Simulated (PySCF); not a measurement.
PySCF input (M06-2X/6-31G* (5d)):

```python
from pyscf import gto, dft

mol = gto.M(
    atom='''
    C     1.38536600   -0.65444100    0.01341700
    B    -0.00097100    0.01475100    0.00545500
    O    -1.14504300   -0.60418700   -0.44887000
    O    -0.11809700    1.29586700    0.47294800
    H     2.26439700   -0.13723900    0.37841300
    H     1.56487300   -1.66448800   -0.33857500
    H    -1.00751500   -1.50063900   -0.76542100
    H    -1.02397100    1.62180800    0.42518400
    ''',
    basis='6-31g*',
    charge=0,
    spin=1,
    verbose=4,
)

mf = dft.UKS(mol, xc='m062x')
mf.grids.level = 4
mf.conv_tol = 1e-9
mf.max_cycle = 100
mf.max_memory = 1500
mf.kernel()
if not mf.converged:
    mf = mf.newton()
    mf.kernel(mf.make_rdm1())
mo, _, stable, _ = mf.stability(return_status=True)
if not stable:
    mf.kernel(mf.make_rdm1(mo, mf.mo_occ))
    stable = mf.stability(return_status=True)[2]
mf.dip_moment()
```

Output:

```
PySCF version 2.14.0

[INPUT] verbose = 4
[INPUT] num. atoms = 8
[INPUT] num. electrons = 31
[INPUT] charge = 0
[INPUT] spin (= nelec alpha-beta = 2S) = 1
[INPUT] symmetry False subgroup None
[INPUT] Mole.unit = angstrom
[INPUT] Symbol           X                Y                Z      unit          X                Y                Z       unit  Magmom
[INPUT]  1 C      1.385366000000  -0.654441000000   0.013417000000 AA    2.617962322284  -1.236714254686   0.025354455413 Bohr   0.0
[INPUT]  2 B     -0.000971000000   0.014751000000   0.005455000000 AA   -0.001834924067   0.027875350063   0.010308456010 Bohr   0.0
[INPUT]  3 O     -1.145043000000  -0.604187000000  -0.448870000000 AA   -2.163817670850  -1.141747958023  -0.848241365534 Bohr   0.0
[INPUT]  4 O     -0.118097000000   1.295867000000   0.472948000000 AA   -0.223170986133   2.448833723862   0.893742191161 Bohr   0.0
[INPUT]  5 H      2.264397000000  -0.137239000000   0.378413000000 AA    4.279090167287  -0.259344123609   0.715096931975 Bohr   0.0
[INPUT]  6 H      1.564873000000  -1.664488000000  -0.338575000000 AA    2.957181389727  -3.145426457625  -0.639814022625 Bohr   0.0
[INPUT]  7 H     -1.007515000000  -1.500639000000  -0.765421000000 AA   -1.903927416391  -2.835796721841  -1.446436059991 Bohr   0.0
[INPUT]  8 H     -1.023971000000   1.621808000000   0.425184000000 AA   -1.935024749497   3.064772946629   0.803481312547 Bohr   0.0

nuclear repulsion = 106.900284479624
number of shells = 32
number of NR pGTOs = 124
number of NR cGTOs = 64
basis = 6-31g*
ecp = {}

******** <class 'pyscf.dft.uks.UKS'> ********
method = UKS
initial guess = minao
damping factor = 0
level_shift factor = 0
DIIS = <class 'pyscf.scf.diis.CDIIS'>
diis_start_cycle = 1
diis_space = 8
diis_damp = 0
SCF conv_tol = 1e-09
SCF conv_tol_grad = None
SCF max_cycles = 100
direct_scf = True
direct_scf_tol = 1e-13
number electrons alpha = 16  beta = 15
XC library pyscf.dft.libxc version 7.1.2
    S. Lehtola, C. Steigemann, M. J. T. Oliveira, and M. A. L. Marques,  SoftwareX 7, 1–5 (2018)
XC functionals = m062x
    Y. Zhao and D. G. Truhlar,  Theor. Chem. Acc. 120, 215 (2008)
    Y. Zhao and D. G. Truhlar,  Theor. Chem. Acc. 120, 215 (2008)
radial grids:
    Treutler-Ahlrichs [JCP 102, 346 (1995); DOI:10.1063/1.469408] (M4) radial grids

becke partition: Becke, JCP 88, 2547 (1988); DOI:10.1063/1.454033
pruning grids: <function nwchem_prune>
grids dens level: 4
symmetrized grids: False
atomic radii adjust function: <function treutler_atomic_radii_adjust>
small_rho_cutoff = 0
Set gradient conv threshold to 3.16228e-05
tot grids = 176064
init E= -216.127677673258
  alpha nocc = 16  HOMO = -0.217023504329227  LUMO = 0.0469922859670961
  beta  nocc = 15  HOMO = -0.416433816972582  LUMO = -0.217023504329227

WARN: HOMO -0.217023504329227 >= LUMO -0.217023504329227

cycle= 1 E= -215.653115767231  delta_E= 0.475  |g|= 0.518  |ddm|= 1.78
  alpha nocc = 16  HOMO = -0.254040609920817  LUMO = 0.131629286575269
  beta  nocc = 15  HOMO = -0.251600743085258  LUMO = -0.0363630848981353
  HOMO = -0.251600743085  LUMO = -0.0363630848981  gap/eV = 5.85692
cycle= 2 E= -215.64952271658  delta_E= 0.00359  |g|= 0.559  |ddm|= 0.729
  alpha nocc = 16  HOMO = -0.277870521960415  LUMO = 0.116010112490173
  beta  nocc = 15  HOMO = -0.378111257483977  LUMO = -0.0346243522434575
  HOMO = -0.27787052196  LUMO = -0.0346243522435  gap/eV = 6.61907
cycle= 3 E= -215.761514900389  delta_E= -0.112  |g|= 0.0342  |ddm|= 0.382
  alpha nocc = 16  HOMO = -0.290304059210093  LUMO = 0.120327321206504
  beta  nocc = 15  HOMO = -0.378222221716279  LUMO = -0.0404316941336824
  HOMO = -0.29030405921  LUMO = -0.0404316941337  gap/eV = 6.79937
cycle= 4 E= -215.762153751442  delta_E= -0.000639  |g|= 0.0124  |ddm|= 0.0384
  alpha nocc = 16  HOMO = -0.286301235111894  LUMO = 0.12130120679904
  beta  nocc = 15  HOMO = -0.377329115462837  LUMO = -0.0341245991302292
  HOMO = -0.286301235112  LUMO = -0.0341245991302  gap/eV = 6.86208
cycle= 5 E= -215.762262294967  delta_E= -0.000109  |g|= 0.00364  |ddm|= 0.0151
  alpha nocc = 16  HOMO = -0.28782618268019  LUMO = 0.120890166707092
  beta  nocc = 15  HOMO = -0.37763992490332  LUMO = -0.0344676220717872
  HOMO = -0.28782618268  LUMO = -0.0344676220718  gap/eV = 6.89424
cycle= 6 E= -215.76227539912  delta_E= -1.31e-05  |g|= 0.00167  |ddm|= 0.00561
  alpha nocc = 16  HOMO = -0.287963700855232  LUMO = 0.120939260240709
  beta  nocc = 15  HOMO = -0.377811143290573  LUMO = -0.0342198390107913
  HOMO = -0.287963700855  LUMO = -0.0342198390108  gap/eV = 6.90472
cycle= 7 E= -215.762277599018  delta_E= -2.2e-06  |g|= 0.000925  |ddm|= 0.00258
  alpha nocc = 16  HOMO = -0.287927692629428  LUMO = 0.120929115053945
  beta  nocc = 15  HOMO = -0.377773280035132  LUMO = -0.0340503169723956
  HOMO = -0.287927692629  LUMO = -0.0340503169724  gap/eV = 6.90836
cycle= 8 E= -215.762278077479  delta_E= -4.78e-07  |g|= 0.000218  |ddm|= 0.00111
  alpha nocc = 16  HOMO = -0.287970888700285  LUMO = 0.12093762322879
  beta  nocc = 15  HOMO = -0.37775351943207  LUMO = -0.0340684416996004
  HOMO = -0.2879708887  LUMO = -0.0340684416996  gap/eV = 6.90904
cycle= 9 E= -215.762278106641  delta_E= -2.92e-08  |g|= 5.87e-05  |ddm|= 0.000263
  alpha nocc = 16  HOMO = -0.287967055357342  LUMO = 0.12093741101562
  beta  nocc = 15  HOMO = -0.377759328302519  LUMO = -0.034064661754976
  HOMO = -0.287967055357  LUMO = -0.034064661755  gap/eV = 6.90904
cycle= 10 E= -215.762278109695  delta_E= -3.05e-09  |g|= 1.38e-05  |ddm|= 9.38e-05
  alpha nocc = 16  HOMO = -0.287966476752369  LUMO = 0.120938798954681
  beta  nocc = 15  HOMO = -0.377755985068111  LUMO = -0.0340662037649073
  HOMO = -0.287966476752  LUMO = -0.0340662037649  gap/eV = 6.90898
cycle= 11 E= -215.762278109955  delta_E= -2.59e-10  |g|= 4.71e-06  |ddm|= 2.57e-05
  alpha nocc = 16  HOMO = -0.287966296155865  LUMO = 0.120938799367464
  beta  nocc = 15  HOMO = -0.377753983874244  LUMO = -0.0340664850399568
  HOMO = -0.287966296156  LUMO = -0.03406648504  gap/eV = 6.90897
Extra cycle  E= -215.76227810998  delta_E= -2.54e-11  |g|= 3.53e-06  |ddm|= 7.46e-06
converged SCF energy = -215.76227810998  <S^2> = 0.75408039  2S+1 = 2.0040762
uhf_internal: lowest eigs of H = [0.35896688 0.41497177 0.46224902]
<class 'pyscf.dft.uks.UKS'> wavefunction is stable in the internal stability analysis
Dipole moment(X, Y, Z, Debye): -0.24340, -1.49537, -0.61801
```

The geometry given is a B3LYP-D3(BJ)/def2-TZVP minimum.
